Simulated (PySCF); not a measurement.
C4H3ClSSi.
Numbering: `[CH:1]#[C:2][Si@@H:3]1[CH:4]=[C:5]([Cl:6])[S:7]1` (hydrogens: H8 on C1; H9 on Si3; H10 on C4)

The closed-shell ground state was solved at several levels (PySCF, density fitting, gas phase, non-relativistic). Geometry: PBE0-D3(BJ)/def2-SVP; no solvent, vibrations or thermal averaging.

```json
{"level": "PBE0/def2-TZVP", "basis functions": "253", "total energy (Eh)": "-1301.5419", "HOMO (eV)": "-6.79", "LUMO (eV)": "-1.14", "gap (eV)": "5.65", "dipole (D)": "2.18"}
{"level": "PBE0/aug-cc-pVDZ", "basis functions": "200", "total energy (Eh)": "-1301.4726", "HOMO (eV)": "-6.82", "LUMO (eV)": "-1.20", "gap (eV)": "5.62", "dipole (D)": "2.29"}
{"level": "PBE0/6-31G*", "basis functions": "116", "total energy (Eh)": "-1301.3845", "HOMO (eV)": "-6.66", "LUMO (eV)": "-0.97", "gap (eV)": "5.69", "dipole (D)": "2.73"}
{"level": "B3LYP/pcSseg-1", "basis functions": "155", "total energy (Eh)": "-1302.0358", "HOMO (eV)": "-6.60", "LUMO (eV)": "-1.34", "gap (eV)": "5.26", "dipole (D)": "2.51"}
{"level": "B97-D/pcSseg-1", "basis functions": "155", "total energy (Eh)": "-1301.8865", "HOMO (eV)": "-5.69", "LUMO (eV)": "-1.93", "gap (eV)": "3.76", "dipole (D)": "2.40"}
{"level": "B3LYP/def2-TZVP", "basis functions": "253", "total energy (Eh)": "-1302.1907", "HOMO (eV)": "-6.54", "LUMO (eV)": "-1.31", "gap (eV)": "5.23", "dipole (D)": "2.16"}
{"level": "PBE0/pcSseg-1", "basis functions": "155", "total energy (Eh)": "-1301.3795", "HOMO (eV)": "-6.86", "LUMO (eV)": "-1.19", "gap (eV)": "5.67", "dipole (D)": "2.59"}
{"level": "PBE0/IGLO-III", "basis functions": "302", "total energy (Eh)": "-1301.5336", "HOMO (eV)": "-6.73", "LUMO (eV)": "-1.15", "gap (eV)": "5.58", "dipole (D)": "2.02"}
{"level": "wB97X-D/pcSseg-1", "basis functions": "155", "total energy (Eh)": "-1301.9073", "HOMO (eV)": "-8.68", "LUMO (eV)": "0.54", "gap (eV)": "9.22", "dipole (D)": "2.78"}
```

Task: What might KT2/pcSseg-1 (155 basis functions) give for the same quantities?

Result: Total energy -1313.8596 Eh, HOMO -5.79 eV, LUMO -2.12 eV, gap 3.67 eV, dipole 2.35 D.

Task: Over all these levels, which gives the widest orbital gap and which the narrowest?

Result: wB97X-D/pcSseg-1 (range-separated hybrid) has the widest, 9.22 eV, and KT2/pcSseg-1 (GGA) the narrowest, 3.67 eV. The two share the basis. From the narrowest to the widest the HOMO moves by -2.89 eV and the LUMO by +2.66 eV.

Task: How much does the basis alone move the frontier levels among the 5 PBE0 rows?

Result: The HOMO by 0.20 eV and the LUMO by 0.23 eV. By rising basis size (HOMO, LUMO in eV): 6-31G* -6.66, -0.97; pcSseg-1 -6.86, -1.19; aug-cc-pVDZ -6.82, -1.20; def2-TZVP -6.79, -1.14; IGLO-III -6.73, -1.15.

Task: In the pcSseg-1 basis, how does the gap go with the fixed share of exact exchange?

Result: KT2 (0 %) 3.67 eV; B97-D (0 %) 3.76 eV; B3LYP (20 %) 5.26 eV; PBE0 (25 %) 5.67 eV. Each rise in the share widens the gap here.

Task: How far do the dipole and the HOMO energy spread over the levels?

Result: The dipole runs from 2.02 to 2.78 D (mean 2.40 D) and the HOMO from -8.68 to -5.69 eV.

The pairwise dispersion term of B97-D and wB97X-D wasn't added to the energies; at a given geometry it leaves orbitals and properties as they are.
